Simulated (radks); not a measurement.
Question: Species: As15.6+. Configuration: [Ne] 3s2 3p5.4 (fractional occupations, a model configuration). Method: non-relativistic Kohn-Sham, LDA (Slater exchange, Perdew-Wang correlation), spin-unpolarised, spherical densities, point nucleus; computed with a radial shooting solver on a logarithmic mesh with Libxc functionals. Some entries of the table are withheld. Estimate them.

| orbital | occ. | eigenvalue (hartree) | r(max) (bohr) | <r^2> (bohr^2) |
|---|---|---|---|---|
| 1s | 2 | (1) | 0.03066 | 0.002890 |
| 2s | 2 | -73.39737 | 0.1736 | (2) |
| 2p | 6 | -67.91055 | 0.1377 | 0.03853 |
| 3s | 2 | (3) | (4) | 0.3263 |
| 3p | 5.4 | -21.77126 | 0.4789 | 0.3172 |

Answer: 
(1) 1s eigenvalue (hartree): -443.6176
(2) 2s <r^2> (bohr^2): 0.04970
(3) 3s eigenvalue (hartree): -23.62411
(4) 3s r(max) (bohr): 0.4950
